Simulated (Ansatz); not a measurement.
Species: CH6OSi2, SMILES `C=[SiH]O[SiH3]` (C–Si–O–Si torsion 1°) (charge 0, multiplicity 1).

### Question
Give a relaxed geometry from PBE0-D3(BJ)/def2-TZVP run with Ansatz (a program for electronic structure).

### Answer
This is not unique; one that fits is the end point of this relaxation, one of several conformers (outside a Z-matrix the atoms follow the SMILES, hydrogens last).
Bonded distances (Å): C1–Si2 1.689, C1–H5 1.084, C1–H6 1.083, Si2–O3 1.620, Si2–H7 1.472, O3–Si4 1.648, Si4–H8 1.481, Si4–H9 1.484, Si4–H10 1.484. Angles (°): Si2–C1–H5 119.0, Si2–C1–H6 124.8, H5–C1–H6 116.3, C1–Si2–O3 126.1, C1–Si2–H7 124.9, O3–Si2–H7 109.1, Si2–O3–Si4 142.2, O3–Si4–H8 107.5, O3–Si4–H9 109.5, O3–Si4–H10 109.9, H8–Si4–H9 110.1, H8–Si4–H10 110.2, H9–Si4–H10 109.7.
